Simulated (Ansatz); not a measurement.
CH6SSeSi (`SC[SiH2][SeH]`), relaxed with RKS PBE0-D4/def2-TZVP in the Gaussian-basis code of Ansatz from a PBE-D4/def2-SVP geometry. The force threshold is 0.005 eV/Å; the program also tests the step.

The species carries charge 0 and has multiplicity 1.

Start:

```xyz
10

S    -0.751   -1.541    1.131
C     0.038   -0.853   -0.373
Si   -0.225    1.028   -0.469
Se    0.304    2.077    1.506
H    -0.709   -2.848    0.742
H    -0.416   -1.284   -1.291
H     1.126   -1.074   -0.396
H     0.598    1.544   -1.620
H    -1.674    1.353   -0.684
H     1.710    1.598    1.453
```

Question: How much energy does the relaxation release, and in how many steps? (An estimate is asked.)

Answer: Computed: 0.96 kcal/mol, in 8 steps.

Question: Which bonds change most? (Estimate.)

Answer: Computed: S1–C2 from 1.832 to 1.807 Å; Si3–Se4 from 2.298 to 2.275 Å; C2–Si3 from 1.902 to 1.879 Å; S1–H5 from 1.365 to 1.344 Å.

Question: Give the relaxed structure. (Estimate.)

Answer: The calculation gave: 
```xyz
10

S    -0.746   -1.546    1.103
C     0.039   -0.853   -0.370
Si   -0.218    1.007   -0.453
Se    0.304    2.065    1.492
H    -0.732   -2.831    0.711
H    -0.417   -1.268   -1.274
H     1.108   -1.080   -0.388
H     0.598    1.524   -1.581
H    -1.651    1.322   -0.668
H     1.715    1.658    1.426
```
